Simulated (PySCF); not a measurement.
# Vertical excitation energies

Species: Zr(NCS)F3, CF3NSZr (singlet state).
Geometry (PBE0-D3(BJ)/def2-SVP, Å), atoms numbered from 1 in this order:
```xyz
7
CF3NSZr angstrom
Zr     0.1016   -0.0072   -1.1669
N     -0.1274    0.0086    0.8610
C     -0.2093    0.0147    2.0652
S     -0.3137    0.0225    3.6295
F      1.9504   -0.0056   -1.5744
F     -0.7063    1.5316   -1.9210
F     -0.6954   -1.5647   -1.8933
```

Level of theory: PySCF 2.14.0, density-fitted response routines, TDDFT wB97X-D/def2-SVPD, vertical, gas phase, core orbitals frozen in the response, def2 core potentials past Kr. Spin–orbit coupling is left out.

**Question.** List the vertical singlet excitations with oscillator strengths and describe the spectrum.

**Answer.** 

```
state  λ (nm)  E (eV)       f  main configurations (H = HOMO, L = LUMO)
   S1   282.3    4.39  0.0000                        H-1/H→L/L+1 (≥90%)
   S2   271.7    4.56  0.0001                        H-1/H→L/L+1 (≥88%)
   S3   271.7    4.56  0.0001                        H-1/H→L/L+1 (≥88%)
   S4   197.8    6.27   1.087                        H-1/H→L/L+1 (≥92%)
   S5   182.8    6.78  0.0000                          H-1/H→L+2 (≥85%)
   S6   182.7    6.79  0.0004                          H-1/H→L+2 (≥86%)
   S7   180.6    6.87  0.0001        H-1/H→L+3 (≥45%), H-1/H→L+4 (≥28%)
   S8   178.5    6.95  0.0010        H-1/H→L+4 (≥43%), H-1/H→L+3 (≥29%)
   S9   178.5    6.95  0.0025        H-1/H→L+3 (≥39%), H-1/H→L+4 (≥33%)
```

Triplets, Tamm–Dancoff:

```csv
state,E (eV),λ (nm),"main configurations (H = HOMO, L = LUMO)"
T1,4.04,306.8,H-1/H→L/L+1 (≥86%)
T2,4.22,293.8,H-1/H→L/L+1 (≥79%)
T3,4.22,293.8,H-1/H→L/L+1 (≥79%)
```

The lowest singlet lies at 4.39 eV (282 nm, ultraviolet) and is dark (f under 0.0005); its leading configuration is HOMO-1/HOMO→LUMO/LUMO+1 (≥90%). The most intense listed level is S4 at 6.27 eV (198 nm, f = 1.087), 1.88 eV above S1. S2/S3, S5/S6 and S8/S9 lie within about 0.01 eV of each other in each set. For S1 the Löwdin share of zirconium is at most 4% in HOMO and 47% in LUMO; for S4 the Löwdin share of zirconium is at most 4% in HOMO and 47% in LUMO+1. Weighted by f, the mean energy of these states is 6.27 eV. Orbital energies (eV): HOMO-3 -14.02, HOMO-2 -14.02, HOMO-1 -9.86, HOMO -9.86, LUMO -0.69, LUMO+1 -0.68, LUMO+2 0.75. The listed states span 2.55 eV, and the widest gap between neighbours is 1.70 eV (S3 to S4). All these states lie below the vertical ionisation energy of 10.21 eV (ΔSCF). Orbitals of the list HOMO-3 to LUMO+2 that lie within 0.01 eV of each other are written together with a slash and their weights summed (≥ marks a lower bound); for degenerate orbitals outside that list single weights are arbitrary. The window holds the lowest 10 singlets. The highest level found (7.19 eV, f 0.194 so far) is left out, since the window may have cut off a degenerate partner.

Hardware: one thread, x86-64 server, no GPU, shared host. Cost: 73 s wall.
